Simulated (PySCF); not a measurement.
LiCl, optimised at PBE/def2-SVP:

```xyz
2

Li     0.0031    -0.7396     0.6781
Cl    -0.0031     0.7396    -0.6781
```

Energies from PySCF (xtb for GFN2), thermal terms from the rigid-rotor harmonic-oscillator model, ideal gas at 1 bar. 6-31G* has spherical d functions here. All species are closed-shell singlets. B3LYP is the form with VWN-RPA correlation.

List the harmonic frequencies (cm⁻¹, unscaled) at this level and at the other levels, each on its own geometry.


- PBE/def2-SVP: 673
- B3LYP/6-31G*: 633
- GFN2-xTB: 653
- HF/6-31G*: 632
- PBE0/def2-TZVP: 656
